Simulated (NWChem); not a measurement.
System: C3H5NO2; SMILES CO/C=N/C=O

Here is an NWChem input.

```
start job
memory heap 200 mb stack 900 mb global 1100 mb
geometry units angstroms noautoz
  C     -0.506370    -2.324196     0.107660
  O      0.694326    -1.552060    -0.087158
  C      0.556092    -0.235688    -0.138837
  N     -0.576140     0.362508    -0.076899
  C     -0.530182     1.765503    -0.057452
  O      0.379417     2.449234     0.369025
  H     -0.181957    -3.364649     0.111352
  H     -1.211414    -2.135445    -0.705493
  H     -0.976412    -2.058962     1.057916
  H      1.520952     0.261538    -0.260711
  H     -1.459305     2.211689    -0.453344
end
basis spherical
  C library 6-31g*
  O library 6-31g*
  N library 6-31g*
  H library 6-31g*
end
dft
  xc m06-l
  iterations 150
  mulliken
end
task dft energy
```

Coordinates come from a B3LYP/6-31G* (spherical d) optimisation.

Give the results of this calculation. (M06-L/6-31G* (spherical d).) Quantities: energy (Ha); highest occupied level (eV); orbital gap (eV); dipole (D).


```yaml
energy (Ha): -322.46
highest occupied level (eV): -6.04
orbital gap (eV): 4.07
dipole (D): 3.28
```
